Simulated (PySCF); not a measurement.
# How methods differ on the excitation energy of Tc+

Tc+ [Kr] 4d5 5s1 (7S) → Tc+ [Kr] 4d4 5s1 6s1 (7D), as a difference of total energies. Computed with PySCF 2.14 in aug-cc-pVTZ-PP with one added diffuse shell each of s, p, d, f, g type with ECP28MDF (7s7p6d4f3g, 113 functions), with a scalar-relativistic core potential. Correlated levels: valence: 4s2 4p6 frozen. The calculations carry no spin-orbit coupling.

| method | excitation energy (cm⁻¹) |
| --- | --- |
| UHF | 111090 |
| LDA | 115780 |
| PBE | 114480 |
| PBE0 | 115230 |
| r2SCAN | 116770 |
| B3LYP | 114110 |
| LC-wPBE | 115010 |
| TPSSh | 114710 |

Problem. Estimate what MP2 (valence) gives.

Solution. 115660 cm⁻¹, closest to LDA among the rows shown.

Problem. Estimate what SCS-MP2 (valence) gives.

Solution. 112610 cm⁻¹, closest to B3LYP among the rows shown.

The promoted electron is Rydberg-like, and one or two diffuse shells describe it only roughly, which tends to raise the upper state.
